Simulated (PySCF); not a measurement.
## Bond length, frequency and bond energy of TeC⁻ by level of theory

State: ²Π (doublet), unpaired electrons π ↑. Set-up: basis Te def2-SVPD with ECP28, C def2-SVPD; scalar-relativistic core potentials; PySCF 2.14. De refers to Te⁻ + C in their high-spin ground configurations, without counterpoise correction. The functionals are run spin-unrestricted. A positive dipole points towards C; it is taken about the centre of mass and depends on that origin.

```
       Level  Re (Å)  ωe (cm⁻¹)  De (eV)  μ (D)  CPU s a point (SCF and correlation, without the integrals)
        ROHF   2.035        667      n/a  -2.97                                                        0.19
    ROHF-MP2   1.994        708      n/a    n/a                                                        0.34
ROHF-SCS-MP2   2.003        693      n/a    n/a                                                         n/a
   ROHF-CCSD   2.026        660      n/a    n/a                                                         n/a
ROHF-CCSD(T)   2.035        643      n/a    n/a                                                          11
         PBE   2.027        653     4.18  -3.69                                                        0.78
        BP86   2.031        647     4.11  -3.67                                                        0.55
      r²SCAN   2.019        667     3.74  -3.67                                                         1.1
        PBE0   2.009        685     3.70  -3.70                                                         1.3
        MN15   1.997        694     3.55  -3.79                                                         1.2
      B2PLYP   2.021        664     3.54  -3.51                                                         1.7
```

The bond length runs from 1.994 Å (ROHF-MP2) to 2.035 Å (ROHF). De spans 3.54 eV (B2PLYP, double hybrid) to 4.18 eV (PBE, GGA).

Correlated steps freeze 5 core orbitals. These are scalar-relativistic numbers at best; spin–orbit coupling would shift them, the dissociation energy most. For an ion De counts to the pair picked by the measured ionisation energies or electron affinities, which need not be the lowest pair at this level. The highest Kohn–Sham level is positive in this anion. Much of that is self-interaction error, but it also means that the finite basis helps to hold the extra electron. B2PLYP dipoles, levels and charges come from its SCF part alone. The CCSD T1 diagnostic is raised, a sign that a single reference may not be enough here. The state is the lowest determinant that a PBE0 search found; another state may lie lower at other levels.

The whole job (state search and all levels along the bond) took about 3.3 min on 1 thread of Oxide Virtual Turin-like (shared host), peak memory 0.68 GiB.
